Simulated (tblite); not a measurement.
C2H5F3SSi.
Atom-mapped SMILES: `[F:1][C:2]([F:3])([F:4])[CH2:5][SiH2:6][SH:7]` (hydrogens: H8, H9 on C5; H10, H11 on Si6; H12 on S7)

Computed with GFN2-xTB (tblite), gas phase: L-BFGS steps from a force-field or distance-geometry start until the largest atomic force falls under 0.01 eV/Å.

The end geometry, which sets the zero of energy:
```
atom  x, y, z in Å
F1     -1.4281   -1.3316    1.3195
C2     -1.6183   -0.1664    0.6744
F3     -2.8924   -0.1800    0.2502
F4     -1.5502    0.7910    1.6174
C5     -0.6281    0.0461   -0.4240
Si6     1.1234    0.0406    0.3186
S7      2.3853    0.3414   -1.3881
H8     -0.7619   -0.7486   -1.1573
H9     -0.8617    0.9929   -0.9099
H10     1.2865    1.1532    1.2460
H11     1.4183   -1.2551    0.9171
H12     3.5284    0.3157   -0.7253
```

**Question.** These geometries come from the run, each turned onto the end geometry. Order them by energy, lowest first.
A.
```
atom  x, y, z in Å
F1     -1.2533    0.0580    1.8851
C2     -1.4396    0.3832    0.5979
F3     -2.7631    0.3257    0.3566
F4     -1.0947    1.6633    0.4770
C5     -0.7139   -0.5574   -0.3031
Si6     1.1830   -0.5357   -0.0507
S7      1.7770    1.5118    0.2060
H8     -1.0947   -1.5470   -0.0610
H9     -0.9811   -0.3351   -1.3340
H10     1.5388   -1.3935    1.0693
H11     1.7449   -1.0712   -1.2738
H12     3.0977    1.4973    0.1694
```
B.
```
atom  x, y, z in Å
F1     -1.4115   -1.1177    1.5118
C2     -1.6123   -0.0720    0.6851
F3     -2.8905   -0.1506    0.2786
F4     -1.5316    1.0230    1.4579
C5     -0.6358   -0.0457   -0.4452
Si6     1.1230   -0.0628    0.2878
S7      2.3703    0.6621   -1.2953
H8     -0.8070   -0.9255   -1.0679
H9     -0.8364    0.8331   -1.0606
H10     1.2269    0.8294    1.4331
H11     1.4847   -1.4222    0.6483
H12     3.5214    0.4482   -0.6951
```
C.
```
atom  x, y, z in Å
F1     -1.4829   -0.5878    1.7623
C2     -1.5416    0.1734    0.6524
F3     -2.8376    0.2226    0.3083
F4     -1.2127    1.4150    1.0394
C5     -0.6537   -0.3570   -0.4292
Si6     1.1617   -0.3693    0.1580
S7      2.1568    1.1266   -1.0071
H8     -0.9922   -1.3691   -0.6485
H9     -0.7938    0.2523   -1.3212
H10     1.3066   -0.0232    1.5635
H11     1.6865   -1.7001   -0.1380
H12     3.2041    1.2158   -0.2014
```
D.
```
atom  x, y, z in Å
F1     -1.4203   -1.2065    1.4421
C2     -1.6249   -0.1172    0.6757
F3     -2.8911   -0.2071    0.2353
F4     -1.5962    0.9294    1.5196
C5     -0.6186    0.0027   -0.4229
Si6     1.1297   -0.0044    0.3293
S7      2.3560    0.5394   -1.3454
H8     -0.7659   -0.8329   -1.1057
H9     -0.8215    0.9247   -0.9664
H10     1.2534    1.0001    1.3777
H11     1.4790   -1.3531    0.7618
H12     3.5217    0.3241   -0.7625
```
E.
```
atom  x, y, z in Å
F1     -1.4115   -0.9920    1.5990
C2     -1.5908   -0.0191    0.6801
F3     -2.8894   -0.0644    0.3392
F4     -1.4102    1.1477    1.3377
C5     -0.6510   -0.1362   -0.4788
Si6     1.1095   -0.1718    0.2628
S7      2.3501    0.7443   -1.2412
H8     -0.8974   -1.0356   -1.0454
H9     -0.8185    0.7364   -1.1115
H10     1.1766    0.6546    1.4687
H11     1.5476   -1.5511    0.4822
H12     3.4863    0.6862   -0.5543
```

**Answer.** D (0.005 eV), B (0.015 eV), E (0.040 eV), C (0.083 eV), A (0.228 eV).

In the order of the answer:

| step | E above end (eV) | largest force (eV/Å) | rms force component (eV/Å) | rms distance from end (Å) | rms bond change (Å) | bond most changed (Å) |
| --- | --- | --- | --- | --- | --- | --- |
| 127 | 0.005 | 0.06 | 0.020 | 0.133 | 0.001 | F1–C2 +0.002 |
| 112 | 0.015 | 0.18 | 0.064 | 0.235 | 0.003 | S7–H12 -0.006 |
| 106 | 0.040 | 0.26 | 0.088 | 0.379 | 0.006 | Si6–S7 +0.010 |
| 93 | 0.083 | 0.09 | 0.034 | 0.843 | 0.003 | C5–Si6 +0.006 |
| 3 | 0.228 | 0.47 | 0.155 | 1.531 | 0.007 | C2–F4 -0.014 |

What follows is the cost of the whole relaxation. The run took 1.3 s on an Intel Xeon at 2.70 GHz with one thread, shared host.
